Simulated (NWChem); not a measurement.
## Basis-set convergence for F₃In

SMILES: [F][In]([F])[F]
```xyz
4

In     0.0000     0.0000     0.0001
F      0.0000     0.0000     1.9583
F     -1.6958     0.0000    -0.9793
F      1.6958     0.0000    -0.9793
```
Charge 0, spin multiplicity 1.

All runs are NWChem calculations. The geometry was optimised at PBE/def2-SVP with def2 effective core potentials on In, a minimum by its harmonic frequencies.

Quantity: first vertical ionisation energy at the level G0W0@PBE.

Effective core potentials replace the inner electrons of In; spin-orbit coupling is left out. GW and range-separated runs recompute their integrals, the others keep them in memory, which bears on the times. The structure started from a generated list of species.

Costs are rough ratios of processor time within this set of runs, SCF included, with def2-SVP as 1.

| basis | functions | first vertical ionisation energy (eV) | relative cost |
|---|---|---|---|
| def2-SVP | 68 | 11.81 | 1 |
| def2-SVPD | 101 | 12.41 | under 3 |
| def2-TZVP | 143 | 12.54 | 5 |
| def2-TZVPP | 143 | 12.54 | 5 |
| def2-TZVPD | 176 | 12.59 | 9 |
| def2-QZVP | 253 | 12.77 | 40 |

Smallest basis within 0.05 eV of def2-QZVP, the largest set run: no smaller one. def2-QZVP isn't the basis-set limit itself, and a small set can land close by cancellation.
